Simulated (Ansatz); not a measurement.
C2H6BFSe (`CB[Se]CF`). The species carries charge 0 and has multiplicity 1. Geometry: relaxed with PBE0-D4/def2-TZVP. It is one conformer, not always the lowest.

```xyz
11

C     1.252   -1.657   -0.662
B     0.443   -0.529    0.043
Se   -0.834    0.520   -0.922
C    -1.422    1.726    0.496
F    -0.724    2.902    0.470
H     1.092   -2.607   -0.138
H     1.030   -1.803   -1.720
H     2.323   -1.447   -0.560
H     0.577   -0.279    1.205
H    -2.479    1.943    0.335
H    -1.258    1.231    1.453
```

Task: What is the dipole moment at PBE/def2-TZVPP? (An estimate is asked.)

Result: Ansatz gave: 1.37 D, with components (-0.56, -1.15, 0.49) D in this frame, pointing from negative to positive charge.

Task: And with r2SCAN, B3LYP, ωB97M-V? (Estimate.)

Result: Ansatz gave: r2SCAN 1.48 D, B3LYP 1.53 D, ωB97M-V 1.57 D.

Task: Give the Mulliken charges with PBE, B3LYP, r2SCAN in def2-TZVPP. (Best estimate.)

Result: Ansatz gave: 
```csv
atom,PBE,B3LYP,r2SCAN
C1,-0.31,-0.28,-0.21
B2,-0.08,-0.07,-0.06
Se3,0.06,0.04,0.06
C4,-0.04,-0.02,0.07
F5,-0.18,-0.22,-0.21
H6,0.11,0.10,0.07
H7,0.09,0.09,0.05
H8,0.11,0.10,0.07
H9,0.01,0.02,0.00
H10,0.12,0.12,0.08
H11,0.11,0.12,0.08
```

B3LYP here is the variant with VWN-RPA as its local correlation; programs differ in this.
